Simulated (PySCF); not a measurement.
The complex [Co(SH)4]2- (charge -2) contains Co(II), shell d7. The structure is a model geometry with rigid ligands and bond lengths from ionic radii, not a minimum; coordination tetrahedral, point group S4, metal–donor distances 2.37 Å.

```
9

Co    0.0000    0.0000    0.0000
S     1.3654    1.3654    1.3654
H     0.5764    2.4432    1.5098
S    -1.3654   -1.3654    1.3654
H    -0.5764   -2.4432    1.5098
S    -1.3654    1.3654   -1.3654
H    -2.4432    0.5764   -1.5098
S     1.3654   -1.3654   -1.3654
H     2.4432   -0.5764   -1.5098
```

Method (PySCF 2.14, density fitting): CASSCF(7,5) with orbitals averaged over all microstates of the shell, strongly contracted NEVPT2 on the averaged canonical orbitals; basis x2c-TZVPall on the metal, x2c-SVPall elsewhere; spin-free X2C; IEF-PCM water; spin-orbit coupling by state interaction with the mean-field operator over all roots.

(1) Which term lies lowest, and with what spin?

(2) Where do the spin-allowed transitions within the shell lie?

(3) Which is the lowest state of another spin?

(4) Give the fitted ligand-field and repulsion parameters.

(5) What are the magnetic parameters?

NEVPT2 lifts 4B (from 4T2) from 3953 to 6126 cm⁻¹; on the d shell alone such lifts tend to overshoot. Gaps between spin states lean to high spin in this active space.

The job took 7.8 s on one thread of AMD EPYC 9R45 96-Core Processor (shared host), with 140 basis functions, launched as `OMP_NUM_THREADS=1 python lf_run.py task.json out`.

Results:

(1) 4B (from 4A2) (S = 3/2, orbital degeneracy 1), with 4.0 electrons in the lower (e-type) set and 3.0 in the upper (t2-type) set, by NEVPT2.

(2) By NEVPT2: 4E (from 4T2) at 2798 cm⁻¹; 4B (from 4T2) at 6126 cm⁻¹ (1632 nm); 4A (from 4T1) at 6253 cm⁻¹ (1599 nm); 4E (from 4T1) at 7427 cm⁻¹ (1346 nm); 4A (from 4T1) at 18570 cm⁻¹ (539 nm); 4E (from 4T1) at 19491 cm⁻¹ (513 nm). The strongest, at 19491 cm⁻¹, has f = 4.9e-04.

(3) 2B (from 2E) at 18299 cm⁻¹ by NEVPT2; CASSCF alone puts it at 19323 cm⁻¹ above the same ground state.

(4) At CASSCF level (the NEVPT2 levels don't fit a ligand-field model well): orbital energies 0, 1727, 3412, 3412, 4147 cm⁻¹; 10Dq = 2793 cm⁻¹ (difference of the means of the two sets); B = 1161 cm⁻¹; C = 4331 cm⁻¹; B over its free-ion value at the same level 0.928; rms of the fit 143 cm⁻¹; ζ = 502 cm⁻¹ (free ion 526).

(5) The ground multiplet follows a spin Hamiltonian with S = 3/2, g = 2.185, 2.405, 2.405, D = 16.54 cm⁻¹, E/|D| = 0.00 (spin-orbit part alone); the lowest levels hold 96 % of the spin-free ground state. μeff is 4.66 μB at 300 K and 4.04 μB at 10 K; the spin-only value is 3.88 μB.
